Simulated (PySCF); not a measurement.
B(F)(Cl)(Me) (CH3BClF), SMILES B(Cl)(C)F. Atoms are numbered in the order given.

```xyz
7

B      0.1486     0.2218    -0.3220
F      1.4391     0.4082    -0.5494
Cl    -0.2676    -0.7011     1.1300
C     -0.9286     0.7571    -1.3152
H     -1.9033     0.9343    -0.8397
H     -1.0828    -0.0116    -2.0958
H     -0.5889     1.6701    -1.8287
```

Geometry optimised at B3LYP-D3(BJ)/def2-SVP.

Calculation: PBE0/pcJ-1 (PySCF).

Isotropic couplings with Fermi-contact, spin-dipole and both spin-orbit terms, one fixed conformer, no vibrational averaging. Isotopes: 11B, 13C, 19F, 1H.

Question: Estimate the spin–spin coupling constants. (The exact figures need the calculation; the answer reports its results.)

Answer: 
| pair | bonds apart | J (Hz) |
|---|---|---|
| B1–F2 | 1 | -170.8 |
| B1–C4 | 1 | 76.4 |
| C4–H5 | 1 | 126.7 |
| C4–H6 | 1 | 112.3 |
| C4–H7 | 1 | 122.8 |
| B1–H5 | 2 | -6.6 |
| B1–H6 | 2 | -6.5 |
| B1–H7 | 2 | -6.6 |
| F2–C4 | 2 | 23.9 |
| H5–H6 | 2 | -18.6 |
| H5–H7 | 2 | -12.2 |
| H6–H7 | 2 | -18.8 |
| F2–H5 | 3 | 24.0 |
| F2–H6 | 3 | 3.0 |
| F2–H7 | 3 | 2.9 |
